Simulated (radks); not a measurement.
Task: Valence configurations of neutral gallium (all share [Ar]). Method: Dirac Kohn-Sham, PBE, spin-unpolarised, spherical densities, point nucleus; open shells fill j = l - 1/2 first; computed with a radial shooting solver on a logarithmic mesh with Libxc functionals. Order these by energy: 3d9 4s2 4p2; 3d10 4p3; 3d8 4s2 4p3; 3d9 4p4; 3d10 4s1.5 4p1.5; 3d10 4s1 4p2; 3d10 4s2 4p1; 3d9.5 4s2 4p1.5; 3d8 4p5.

Result: From the lowest, in eV above it: 3d10 4s2 4p1 0.000; 3d10 4s1.5 4p1.5 3.180; 3d10 4s1 4p2 6.436; 3d9.5 4s2 4p1.5 9.045; 3d10 4p3 13.296; 3d9 4s2 4p2 19.964; 3d9 4p4 35.459; 3d8 4s2 4p3 47.980; 3d8 4p5 65.390. NIST lists [Ar] 3d10 4s2 4p1 as the ground configuration; this level of theory agrees among the configurations tried. The energies are those of spherical spin-averaged densities, not of single terms.
